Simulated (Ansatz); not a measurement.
One change: `O=CO[SiH2][SiH3]` becomes `O=CO[SiH2]F`.

Ansatz, PBE0-D4/def2-TZVP geometries, multiplicity 1. Each molecule was computed in one conformer, which needn't be the lowest.

| property | `O=CO[SiH2][SiH3]` |
| --- | --- |
| zero-point energy (PBE0-D4/def2-TZVP) / kJ/mol | 174.5 |
| ideal-gas entropy at 298 K and 1 bar (rigid rotor, harmonic PBE0-D4/def2-TZVP) / J/(mol·K) | 361 |
| HOMO energy (ωB97M-V/def2-TZVPP) / eV | -10.36 |
| LUMO energy (ωB97M-V/def2-TZVPP) / eV | 1.24 |
| HOMO–LUMO gap (PBE/def2-TZVPP) / eV | 5.28 |
| LUMO energy (PBE/def2-TZVPP) / eV | -1.65 |

(1) What does the change do to each property? (Best estimate.)

## Answers

(1) Ansatz gave: 
```tsv
property	`O=CO[SiH2]F`	shift
zero-point energy (PBE0-D4/def2-TZVP) / kJ/mol	117.5	-57.0
ideal-gas entropy at 298 K and 1 bar (rigid rotor, harmonic PBE0-D4/def2-TZVP) / J/(mol·K)	323	-38
HOMO energy (ωB97M-V/def2-TZVPP) / eV	-11.24	-0.88
LUMO energy (ωB97M-V/def2-TZVPP) / eV	1.49	0.25
HOMO–LUMO gap (PBE/def2-TZVPP) / eV	5.26	-0.02
LUMO energy (PBE/def2-TZVPP) / eV	-1.85	-0.20
```

With PBE0 the HOMO falls by 0.50 eV and the LUMO falls by 0.10 eV, so the gap widens by about 0.40 eV. PBE moves the HOMO by -0.18 eV and ωB97M-V by -0.88 eV. The zero-point energy changes by -57.0 kJ/mol with -9 modes.
